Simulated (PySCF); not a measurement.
Correlation energy of C (carbon, neutral)

[He] 2s2 2p2, high-spin 3P determinant. All numbers are calculated (PySCF 2.14, no relativity, point nucleus, in 6-31G*). Frozen: 1s2; 4 electrons correlated.

MP2 pair energies summed by pair of shells (mhartree):

| pair | energy | share (%) |
| --- | --- | --- |
| 2s-2p | -29.58 | 58.2 |
| 2s-2s | -15.96 | 31.4 |
| 2p-2p | -5.32 | 10.5 |

Total MP2 correlation energy: -50.86 mhartree.

Same-spin part -9.01 and opposite-spin part -41.86 mhartree; SCS-MP2 scales them by 1/3 and 6/5 to -53.23 mhartree.

```csv
level,correlation energy (mhartree)
CCSD,-69.78
(T),-0.92
CCSD(T),-70.70
```

Diagnostics: T1 = 0.0062, D1 = 0.0144, largest double amplitude 0.127.

Cost of the coupled-cluster step: 0.14 s of wall time on 1 thread of Neoverse-N1 (shared host), for 4 correlated electrons.
